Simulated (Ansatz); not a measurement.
Steps of a relaxation of Br3FSn, SMILES `[F][Sn]([Br])([Br])[Br]` with RKS PBE-D4/def2-SVP.

```sh
$ ansatz run in.yaml --threads 4 --pin off --events-out ev --progress --plain --max-ram 11315MiB
```

```yaml
crystal:
  periodic: [false, false, false]
  atoms:
    - {symbol: F, position_ang: [-0.568600, -0.138500, 1.972300]}
    - {symbol: Sn, position_ang: [-0.045500, -0.013900, 0.105700]}
    - {symbol: Br, position_ang: [1.969800, -1.448700, -0.217000]}
    - {symbol: Br, position_ang: [-1.817600, -0.837400, -1.388300]}
    - {symbol: Br, position_ang: [0.511700, 2.364800, -0.514100]}
basis:
  gaussian: {orbitals: def2-SVP}
hamiltonian: {xc: pbe, dispersion: d4}
relax: {f_tol: 0.03, max_steps: 200}
```

Positions (Å) and forces (eV/Å) along the path, 3 of 3 steps:

```xyz
5
step=1 energy=-218630.1834 eV
F    -0.569   -0.139    1.972   -0.073    0.043    0.046
Sn   -0.045   -0.014    0.106    0.562    0.336   -0.259
Br    1.970   -1.449   -0.217   -0.065    0.059    0.090
Br   -1.818   -0.837   -1.388   -0.308   -0.097   -0.082
Br    0.512    2.365   -0.514   -0.116   -0.341    0.204
5
step=2 energy=-218630.2112 eV
F    -0.571   -0.101    1.887   -0.006   -0.025    0.013
Sn    0.004   -0.020    0.029   -0.264   -0.232   -0.061
Br    2.024   -1.449   -0.169   -0.018   -0.007   -0.025
Br   -1.916   -0.853   -1.354    0.243    0.084    0.142
Br    0.509    2.350   -0.435    0.044    0.180   -0.069
5
step=3 energy=-218630.2181 eV
F    -0.578   -0.111    1.902    0.007    0.000   -0.022
Sn   -0.006   -0.018    0.042   -0.008   -0.002    0.023
Br    2.008   -1.453   -0.183   -0.003    0.001   -0.001
Br   -1.885   -0.852   -1.351    0.005    0.001    0.002
Br    0.511    2.360   -0.452    0.000   -0.001   -0.001
```

Run time 7 s (4 threads of an Arm Neoverse V1 on a shared host); peak host memory 0.23 GiB.
